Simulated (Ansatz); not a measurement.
C8H18F2O2Ti (`CC(C)(C)[O][Ti]([F])([F])[O]C(C)(C)C`) at its PBE0-D4/def2-TZVP geometry, where that method's forces vanish. The species carries charge 0 and has multiplicity 1.

```csv
atom,x (Å),y (Å),z (Å)
C1,-1.5046,-3.3798,1.2247
C2,-1.1098,-2.0816,0.5392
C3,-2.0587,-0.9545,0.9171
C4,-1.0448,-2.2583,-0.9701
O5,0.1881,-1.7450,1.0014
Ti6,1.5660,-0.6499,1.0602
F7,3.0061,-1.4794,0.4375
F8,1.8411,-0.1455,2.7391
O9,1.2473,0.7652,0.0853
C10,1.0443,2.0111,-0.5545
C11,0.2171,1.7613,-1.8057
C12,2.4112,2.5755,-0.9082
C13,0.3095,2.9203,0.4177
H14,-0.7944,-4.1703,0.9757
H15,-2.5011,-3.6935,0.9058
H16,-1.5105,-3.2493,2.3083
H17,-1.7470,-0.0210,0.4431
H18,-2.0640,-0.8097,1.9993
H19,-3.0764,-1.1821,0.5926
H20,-0.3285,-3.0403,-1.2293
H21,-2.0229,-2.5384,-1.3675
H22,-0.7317,-1.3280,-1.4492
H23,0.0476,2.6962,-2.3440
H24,-0.7539,1.3355,-1.5444
H25,0.7347,1.0676,-2.4711
H26,3.0054,2.7251,-0.0047
H27,2.3080,3.5359,-1.4177
H28,2.9471,1.8885,-1.5657
H29,0.1391,3.9016,-0.0307
H30,-0.6581,2.4908,0.6858
H31,0.8940,3.0519,1.3301
```

**Question.** For each bond, give half the difference of the two atoms' forces along it (eV/Å; positive pushes the atoms apart) under PBE-D4, r2SCAN-D4, B3LYP-D4, ωB97M-V in def2-TZVPP. (Estimate.)

**Answer.** Computed: 
```
   bond  length (Å)  PBE-D4  r2SCAN-D4  B3LYP-D4  ωB97M-V
 C1–H14       1.091    0.10      -0.04     -0.07    -0.06
 C1–H15       1.092    0.09      -0.03     -0.07    -0.07
 C1–H16       1.091    0.10      -0.04     -0.07    -0.06
  C2–C4       1.521    0.01       0.04      0.10     0.05
 C3–H18       1.092    0.09      -0.04     -0.07    -0.06
 C4–H20       1.092    0.10      -0.04     -0.07    -0.06
 C4–H21       1.092    0.09      -0.03     -0.06    -0.06
 C4–H22       1.092    0.09      -0.03     -0.09    -0.04
 O5–Ti6       1.761    0.18       0.14      0.01    -0.09
 Ti6–F7       1.775    0.26       0.07      0.20     0.08
 Ti6–F8       1.775    0.26       0.07      0.21     0.08
C10–C13       1.520    0.01       0.04      0.10     0.05
C12–H26       1.092    0.10      -0.04     -0.07    -0.06
C12–H28       1.092    0.10      -0.04     -0.07    -0.05
```

B3LYP here is the variant with VWN-RPA as its local correlation; programs differ in this.
